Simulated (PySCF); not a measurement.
**Löwdin shares of the frontier orbitals**

C6H10O.
Atom-mapped SMILES: `[CH2:1]=[CH:2][C:3](=[O:4])[CH:5]([CH3:6])[CH3:7]` (hydrogens: H8, H9 on C1; H10 on C2; H11 on C5; H12, H13, H14 on C6; H15, H16, H17 on C7)

Structure used (PBE0-D3(BJ)/def2-SVP), in Å, numbered top down from 1:
```
atom  x, y, z in Å
C1     2.8352   -0.3304   -0.3963
C2     1.5681   -0.6422   -0.1129
C3     0.5192    0.4186   -0.0371
O4     0.7903    1.5894   -0.1888
C5    -0.9035   -0.0538    0.2159
C6    -1.4251   -0.7577   -1.0416
C7    -1.8013    1.0941    0.6419
H8     3.0998    0.7159   -0.5790
H9     3.6222   -1.0865   -0.4493
H10    1.2687   -1.6781    0.0772
H11   -0.8489   -0.8064    1.0247
H12   -2.4279   -1.1736   -0.8615
H13   -1.4981   -0.0442   -1.8773
H14   -0.7707   -1.5833   -1.3607
H15   -2.8291    0.7422    0.8162
H16   -1.4345    1.5678    1.5639
H17   -1.8234    1.8714   -0.1358
```

Computed, not measured: TDDFT B3LYP/def2-SVPD, vertical, gas phase, core orbitals frozen in the response in PySCF.

Frontier orbitals with the atoms that hold most of them (Löwdin shares over 4%, at most four atoms; ? is withheld):

```tsv
orbital	ε (eV)	atoms
LUMO+2	0.98	C1 26%, H9 11%, C2 11%, O4 10%
LUMO+1	0.33	C6 13%, C2 11%, H11 10%, H10 9%
LUMO	-1.94	?
HOMO	?	?
HOMO-1	-7.94	C2 35%, C1 34%, O4 14%, C3 6%
HOMO-2	-9.39	C5 24%, C7 17%, H11 14%, C6 13%
HOMO-3	-9.59	C7 25%, C6 20%, C5 20%, H14 10%
```

**Question.** Which atoms hold the LUMO, and with what shares?

**Answer.** C1 (bonded to C and 2 H) 26%; C3 (bonded to 2 C and O) 21%; O4 (bonded to C) 19%; C2 (bonded to 2 C and H) 18%. By element: carbon 65% or more, oxygen 19%.

**Question.** Give the leading atoms of the HOMO.

**Answer.** O4 (bonded to C) 59%; C3 (bonded to 2 C and O) 12%; C5 (bonded to 3 C and H) 11%; C2 (bonded to 2 C and H) 9%. By element: oxygen 59%, carbon 31% or more.

**Question.** What is the HOMO energy, and the HOMO–LUMO gap?

**Answer.** ε(HOMO) = -7.04 eV; the gap is 5.10 eV (0.1873 hartree).

**Question.** How does S1 compare with the orbital gap of 5.10 eV?

**Answer.** S1 is at 3.58 eV (f = 0.0003), 1.51 eV below the gap, made of HOMO→LUMO (98%). 

**Question.** One configuration dominates each of S1, S2 and S3. Which, and how do the shares of the two leading atoms of either orbital change from the occupied to the empty one?

**Answer.** 
- S1 (3.58 eV, f 0.0003), HOMO→LUMO (98%): O4 59% → 19%, C3 12% → 21%, C1 at most 9% → 26%
- S2 (5.85 eV, f 0.265), HOMO-1→LUMO (95%): C2 35% → 18%, C1 34% → 26%, C3 6% → 21%
- S3 (6.49 eV, f 0.0019), HOMO→LUMO+1 (87%): O4 59% → at most 10%, C3 12% → at most 10%, C6 at most 9% → 13%, C2 9% → 11%

Löwdin shares depend on the basis, the more so with diffuse functions.

One conformer stands for the species.
